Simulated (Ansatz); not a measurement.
A set of 12 reactions (ligand exchange), with CCSD(T)/CBS values in kJ/mol:

```tsv
reaction	ΔE
`FC([SiH3])Cl` + `[NH2][AlH][Cl]` → `[SiH3][NH][AlH][Cl]` + `FCCl`	-72.4
`B[S][AlH][NH2]` + H₂Se → `[NH2][AlH][SeH]` + `BS`	-21.9
`C[Si@H](O)O[Si@@H](O)F` + NH₃ → `C[SiH](N)O` + `O[SiH](O)F`	74.5
`F[SiH2]I` + PH₃ → `F[SiH2]P` + HI	69.8
`[NH2][AlH][Cl]` + NH₃ → `[NH2][AlH][NH2]` + HCl	82.4
`F[B]([AlH2])[SiH3]` + `N=C=CO` → `N=C=C[O][AlH2]` + `FB[SiH3]`	-185.0
`B/C=C\O[SiH2][GaH2]` + `[SiH3]CS` → `[SiH3]C[S][GaH2]` + `B/C=C/O[SiH3]`	-110.4
`O[SiH2][Si](F)(Cl)Cl` + `O[SiH2]S` → `O[SiH2]S[Si](F)(Cl)Cl` + `O[SiH3]`	-76.3
`BBO[SiH](C)F` + HCl → `BBCl` + `C[SiH](O)F`	29.1
`SB1CO1` + NH₃ → `NB1CO1` + H₂S	-32.3
`BC1=CB1` + CH₃SH → `BSC` + `B1C=C1`	-52.7
`CN(C)BN` + H₂Se → `NB[SeH]` + `CNC`	36.5
```

Calculated with Ansatz (gas phase, PBE0-D4/def2-TZVP geometries, no zero-point term in ΔE). CCSD(T)/CBS adds triple-zeta CCSD(T) − MP2 to the extrapolated MP2 energy (def2 sets, frozen cores). This one scheme is used for every species. Double bonds are as drawn, so ΔE can hold a change between cis and trans. DFT in def2-TZVPP. B3LYP here is the variant with VWN-RPA as its local correlation; programs differ in this. def2 core potentials past Kr. For Ga, I, Se outer-core shells are correlated without core-valence functions, which leaves a few kJ/mol of doubt a bond. Scalar relativity is left out up to krypton. Each species was taken in one conformer, which may not be the lowest.

Q: Give the mean, mean absolute and largest difference (level minus CCSD(T)/CBS, kJ/mol) for: r2SCAN-D4, PBE0-D4, B3LYP-D4, B2PLYP, PBE, r2SCAN, PBE0, B3LYP, HF/def2-TZVPP, MP2/def2-TZVPP, CCSD/def2-TZVPP, CCSD(T)/def2-TZVPP, SCS-MP2/def2-QZVPP, CCSD/CBS(def2). (Best estimate.)

A: The calculation gave: 
| level | mean | mean absolute | largest |
| --- | --- | --- | --- |
| r2SCAN-D4 | 0.8 | 2.4 | 7.7 |
| PBE0-D4 | 2.2 | 4.8 | 15.2 |
| B3LYP-D4 | 0.9 | 2.7 | 5.1 |
| B2PLYP | -1.0 | 2.1 | -6.7 |
| PBE | 3.4 | 9.2 | 21.8 |
| r2SCAN | 0.6 | 2.9 | 7.7 |
| PBE0 | 1.8 | 6.4 | 15.6 |
| B3LYP | 0.3 | 3.8 | 14.1 |
| HF/def2-TZVPP | -3.9 | 8.4 | -20.8 |
| MP2/def2-TZVPP | -2.7 | 3.9 | -12.8 |
| CCSD/def2-TZVPP | -0.7 | 2.8 | -4.2 |
| CCSD(T)/def2-TZVPP | -0.3 | 1.6 | -5.0 |
| SCS-MP2/def2-QZVPP | -2.3 | 3.3 | -12.1 |
| CCSD/CBS(def2) | -0.4 | 1.5 | -3.8 |

The largest T1 diagnostic in the set is 0.015, for `N=C=C[O][AlH2]` (customary mark 0.02).

CCSD(T)/CBS is a level of theory with its own doubt, and the functionals carry their triple-zeta basis error, so these figures describe this set and don't rank the functionals.
